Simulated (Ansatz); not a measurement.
The first iterations of a band of C₂H₆SeTe (10 atoms, charge 0, multiplicity 1).

Theory: RKS PBE/def2-SVP (Ansatz).

- movable images: 8
- climbing image: no
- spring: 5.0 eV/Å²
- optimiser: quadratic models (default)
- start path: IDPP
- force threshold: 0.05 eV/Å
- iteration limit: 60
- end points: relaxed

Image 0:

```xyz
10
Properties=species:S:1:pos:R:3
C -0.163 1.033 0.180
C -0.409 -0.454 -0.016
Se 0.843 -1.621 0.979
Te -0.316 -1.091 -2.126
H 0.863 1.319 -0.124
H -0.885 1.635 -0.410
H -0.285 1.305 1.251
H -1.442 -0.739 0.267
H 0.632 -0.950 2.299
H 1.245 -0.487 -2.297
```

Image 9:

```xyz
10
Properties=species:S:1:pos:R:3
C -0.172 1.262 0.031
C -0.368 -0.242 0.196
Se 0.958 -0.908 1.508
Te -0.370 -1.325 -1.735
H 0.830 1.500 -0.378
H -0.929 1.680 -0.661
H -0.274 1.779 1.011
H -1.377 -0.468 0.592
H 0.524 -2.325 1.431
H 1.261 -1.003 -1.990
```

| iteration | highest image above the first end (eV) | largest band force component (eV/Å) |
| --- | --- | --- |
| 1 | 0.201 | 0.515 |
| 2 | 0.128 | 0.370 |

**Question.** Does the band converge within its limit, and where does its top end?

**Answer.** The run converged. It ended after 6 iterations with the highest image 0.105 eV above the first end. No image climbed, so the highest image needn't sit at the top of the path.

Time of the run: 2.3 min on 2 threads of Arm Neoverse V1, on a shared host, peak memory 0.17 GiB.
